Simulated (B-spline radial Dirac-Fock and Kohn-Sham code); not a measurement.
## X-ray scattering factor of F⁻

System: the F⁻ ion, [He] 2s2 2p6, inside a Watson sphere of charge +1 and radius 1.33 Å (a model of the Madelung potential; inside it an electron's potential energy is lowered by 10.8 eV).

Input file task.json (cfg lists n, l and occupation; rrms is the nuclear radius in fm):

```json
{"items": [{
  "Z": 9,
  "q": -1,
  "cfg": [[1, 0, 2], [2, 0, 2], [2, 1, 6]],
  "A": 19,
  "rrms": 2.8976,
  "watson": [1, 1.33],
  "do": ["scatter"],
  "s": [0.0, 0.05, 0.1, 0.15, 0.2, 0.25, 0.3, 0.35, 0.4, 0.45, 0.5, 0.6, 0.7, 0.8, 0.9, 1.0, 1.1, 1.2, 1.4, 1.6, 1.8, 2.0, 2.5, 3.0, 3.5, 4.0, 5.0, 6.0],
  "pz": [0, 0.1, 0.2, 0.3, 0.4, 0.5, 0.6, 0.8, 1.0, 1.2, 1.4, 1.6, 1.8, 2.0, 2.5, 3.0, 4.0, 5.0, 7.0, 10.0, 15.0, 20.0, 30.0, 40.0, 60.0, 100.0],
  "hv_scatter": [1000, 2000, 5000, 8047.8, 10000, 17479.3, 30000, 1000000]
}]}
```

Run with: `python xray_run.py task.json out`

These are calculated numbers from a radial finite-basis atomic code; the model is configuration-average Dirac-Fock orbitals. f₀ is the Fourier transform of the spherical electron density, S the Waller-Hartree incoherent function, and s = sin θ/λ. The electron scattering factor follows from the Mott-Bethe formula f_e = 0.023934 Å⁻¹·(Z − f₀)/s².

| s (Å⁻¹) | f₀ | S | f_e (Å) |
| --- | --- | --- | --- |
| 0 | 10.000 | 0.000 | – |
| 0.05 | 9.735 | 0.357 | -7.033 |
| 0.1 | 9.018 | 1.258 | -0.044 |
| 0.15 | 8.036 | 2.369 | 1.026 |
| 0.2 | 6.977 | 3.454 | 1.210 |
| 0.25 | 5.973 | 4.421 | 1.159 |
| 0.3 | 5.088 | 5.252 | 1.040 |
| 0.35 | 4.343 | 5.945 | 0.910 |
| 0.4 | 3.731 | 6.511 | 0.788 |
| 0.45 | 3.238 | 6.963 | 0.681 |
| 0.5 | 2.845 | 7.320 | 0.589 |
| 0.6 | 2.290 | 7.821 | 0.446 |
| 0.7 | 1.947 | 8.144 | 0.345 |
| 0.8 | 1.731 | 8.371 | 0.272 |
| 0.9 | 1.587 | 8.549 | 0.219 |
| 1 | 1.482 | 8.701 | 0.180 |
| 1.1 | 1.398 | 8.838 | 0.150 |
| 1.2 | 1.323 | 8.965 | 0.128 |
| 1.4 | 1.185 | 9.189 | 0.095 |
| 1.6 | 1.053 | 9.378 | 0.074 |
| 1.8 | 0.926 | 9.529 | 0.060 |
| 2 | 0.808 | 9.648 | 0.049 |
| 2.5 | 0.562 | 9.834 | 0.032 |
| 3 | 0.388 | 9.922 | 0.023 |
| 3.5 | 0.269 | 9.963 | 0.017 |
| 4 | 0.189 | 9.982 | 0.013 |
| 5 | 0.099 | 9.995 | 0.009 |
| 6 | 0.055 | 9.998 | 0.006 |

f₀ starts at the number of electrons, 10, and has fallen to half at s ≈ 0.31 Å⁻¹. The sum of ⟨r²⟩ over the electrons is 14.80 bohr². For an ion f_e diverges as s goes to zero, because of the net charge.
